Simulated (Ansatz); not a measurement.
Reactions of `COB(S)Cl`.

Isolated molecules relaxed with PBE0-D4/def2-TZVP in Ansatz; ΔE leaves out vibrations. CCSD(T)/CBS is the MP2 limit (def2-TZVPP, def2-QZVPP) plus CCSD(T) − MP2 in def2-TZVPP, frozen cores. Small cases extrapolate CCSD(T) itself. DFT in def2-TZVPP. For Br, Ga outer-core shells are correlated without core-valence functions, which leaves a few kJ/mol of doubt a bond. Scalar relativity is left out up to krypton. One conformer a species, not always the lowest.

```
                                                            reaction  r2SCAN-D4 (kJ/mol)  PBE0-D4 (kJ/mol)  HF/CBS(def2) (kJ/mol)  ωB97X-V (kJ/mol)  CCSD(T)/CBS(def2) (kJ/mol)
`COB(S)Cl` + `[OH][Ga]([OH])[Br]` → `C[O][Ga]([OH])[Br]` + `OB(S)Cl`                   8                 7                      8                 9                           9
                       `COB(S)Cl` + `FC1BO1` → `COB(F)Cl` + `SC1BO1`                 -95               -91                   -100               -90                         -98
                   `COB(S)Cl` + `S[SiH2]S` → `COB(S)S` + `S[SiH2]Cl`                 -17               -16                    -17               -17                         -18
                      `COB(S)Cl` + silanol → `[SiH3]OB(S)Cl` + CH₃OH                   9                 6                      2                 8                           7
                                         `COB(S)Cl` → `SBCl` + `C=O`                 239               242                    208               236                         233
 `COB(S)Cl` + `C[O][Al]([OH])[F]` → `COB(O)Cl` + `C[O][Al]([F])[SH]`                 -41               -43                    -52               -42                         -39
                    `COB(S)Cl` + `N[SiH2]F` → `COBS` + `N[SiH](F)Cl`                 -24               -23                    -32               -24                         -24
                               `COB(S)Cl` + CH₃OH → `COB(S)OC` + HCl                 -39               -36                    -47               -41                         -41
                                    `COB(S)Cl` + H₂ → `SBCl` + CH₃OH                 113               104                     92               107                         108
                                               `COB(S)Cl` → `SCOBCl`                 112               110                    103               106                         108
```

Largest T1 diagnostic: 0.016, for `SC1BO1`.

Extrapolated directly: `COB(S)Cl` → `SBCl` + `C=O`; `COB(S)Cl` + `C[O][Al]([OH])[F]` → `COB(O)Cl` + `C[O][Al]([F])[SH]`; `COB(S)Cl` + H₂ → `SBCl` + CH₃OH.
